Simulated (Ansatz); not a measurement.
One change: `N[SiH2]C[TeH]` becomes `N[SiH2]CO`.

Ansatz, PBE0-D4/def2-TZVP geometries, multiplicity 1. Each molecule was computed in one conformer, which needn't be the lowest.

Elements past krypton have def2 core potentials.  Spin–orbit coupling is left out; it splits and shifts lone-pair levels of the heavy atoms by tenths of an eV.

```tsv
property	`N[SiH2]C[TeH]`
HOMO–LUMO gap (B3LYP/def2-TZVPP) / eV	5.02
HOMO–LUMO gap (ωB97M-V/def2-TZVPP) / eV	9.33
HOMO energy (PBE0/def2-TZVPP) / eV	-6.04
size of the dipole moment (ωB97M-V/def2-TZVPP) / D	2.29
LUMO energy (PBE/def2-TZVPP) / eV	-1.39
HOMO energy (ωB97M-V/def2-TZVPP) / eV	-8.16
```

(1) Give the same properties after the change, and the shifts. (Best estimate.)

Answers

(1) Ansatz gave: 
```tsv
property	`N[SiH2]CO`	shift
HOMO–LUMO gap (B3LYP/def2-TZVPP) / eV	7.04	2.02
HOMO–LUMO gap (ωB97M-V/def2-TZVPP) / eV	11.41	2.08
HOMO energy (PBE0/def2-TZVPP) / eV	-7.31	-1.27
size of the dipole moment (ωB97M-V/def2-TZVPP) / D	2.63	0.34
LUMO energy (PBE/def2-TZVPP) / eV	-0.59	0.80
HOMO energy (ωB97M-V/def2-TZVPP) / eV	-9.66	-1.50
```

With PBE0 the HOMO falls by 1.27 eV and the LUMO rises by 0.83 eV, so the gap widens by about 2.10 eV. PBE moves the HOMO by -0.80 eV and ωB97M-V by -1.50 eV. Dipoles are sizes alone; their direction can turn.

Positive LUMOs are unbound, so they and the gaps depend on the basis.

B3LYP here is the variant with VWN-RPA as its local correlation; programs differ in this.
